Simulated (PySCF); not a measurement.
Job file and geometry (Å, from GFN2-xTB) of an NMR shielding run on SMILES C#CB(N=C)NC, C$_{4}$H$_{7}$BN$_{2}$, PySCF, GIAO PBE0/pcSseg-1 NMR shielding, non-relativistic, gas phase; density fitting, a coarse starting grid and PySCF grid level 2 are the driver's defaults:

```
$ OMP_NUM_THREADS=1 python probes_run.py task.json out

{"job": {"kind": "nmr", "xc": "PBE0", "basis": "pcSseg-1"}, "charge": 0, "multiplicity": 1}
C     -0.129452     2.635587    -0.224075
C     -0.215549     1.454913    -0.016873
B     -0.333387    -0.042674     0.266917
N     -1.615071    -0.578461     0.349022
C     -2.642778    -0.870907     0.971937
N      0.804648    -0.862830     0.309613
C      2.165734    -0.464542     0.054748
H     -0.047781     3.668047    -0.408262
H     -2.751466    -0.764882     2.057983
H     -3.514326    -1.264284     0.447592
H      0.703925    -1.850007     0.488287
H      2.575142    -0.983064    -0.819333
H      2.190982     0.606976    -0.133888
H      2.808702    -0.684346     0.914191
```

**Question.** Write the output of this run.

**Answer.** 
```
coarse grid: 11896 points
cycle   1  E = -290.4762063973  dE =  9.383e-01  |g| = 5.150e-01  |ddm| = 3.311e+00
cycle   2  E = -290.3912247248  dE =  8.498e-02  |g| = 7.969e-01  |ddm| = 1.100e+00
cycle   3  E = -290.5376634074  dE = -1.464e-01  |g| = 1.844e-01  |ddm| = 6.903e-01
cycle   4  E = -290.5453241691  dE = -7.661e-03  |g| = 5.043e-02  |ddm| = 1.443e-01
cycle   5  E = -290.5457842265  dE = -4.601e-04  |g| = 2.627e-02  |ddm| = 4.627e-02
cycle   6  E = -290.5459431248  dE = -1.589e-04  |g| = 5.096e-03  |ddm| = 1.850e-02
cycle   7  E = -290.5459482233  dE = -5.098e-06  |g| = 2.045e-03  |ddm| = 4.425e-03
final grid: 115632 points
cycle   8  E = -290.5834931932  dE = -3.119e-05  |g| = 8.169e-03  |ddm| = 2.747e-02
cycle   9  E = -290.5834824306  dE =  1.076e-05  |g| = 1.085e-02  |ddm| = 1.312e-02
cycle  10  E = -290.5835080724  dE = -2.564e-05  |g| = 1.781e-03  |ddm| = 7.552e-03
cycle  11  E = -290.5835087721  dE = -6.997e-07  |g| = 4.744e-04  |ddm| = 1.370e-03
cycle  12  E = -290.5835088187  dE = -4.667e-08  |g| = 2.064e-04  |ddm| = 4.234e-04
cycle  13  E = -290.5835088286  dE = -9.837e-09  |g| = 6.072e-05  |ddm| = 1.586e-04
cycle  14  E = -290.5835088293  dE = -7.105e-10  |g| = 1.911e-05  |ddm| = 4.470e-05
converged SCF energy = -290.5835088293

GIAO shielding tensors (ppm)
atom      isotropic    diamagn.    paramagn.     s11        s22        s33       span
  0 C       84.840     261.881    -177.041     12.483     16.490    225.547    213.064
  1 C       97.472     257.188    -159.717     -4.333      3.602    293.147    297.480
  2 B       83.683     198.082    -114.398     50.593     88.562    111.894     61.301
  3 N     -176.227     327.121    -503.348   -534.338   -177.507    183.164    717.502
  4 C       34.538     252.687    -218.149    -43.712     13.696    133.630    177.343
  5 N      191.007     321.804    -130.797    147.009    206.908    219.103     72.094
  6 C      152.575     242.802     -90.227    130.089    143.014    184.621     54.532
  7 H       29.427      33.732      -4.304     25.028     25.182     38.072     13.044
  8 H       23.375      28.985      -5.610     21.995     22.335     25.795      3.800
  9 H       23.642      27.964      -4.322     22.164     23.349     25.413      3.249
 10 H       29.761      32.971      -3.210     21.863     30.167     37.252     15.389
 11 H       28.706      27.873       0.833     23.981     26.698     35.437     11.456
 12 H       27.980      29.059      -1.079     23.640     29.094     31.205      7.565
 13 H       28.767      27.368       1.399     23.973     26.830     35.498     11.525
```

Size and cost of the density-fitted run: 154 basis functions, 29 s wall time on 1 thread of an Arm Neoverse V1, shared host; peak memory 0.71 GiB.
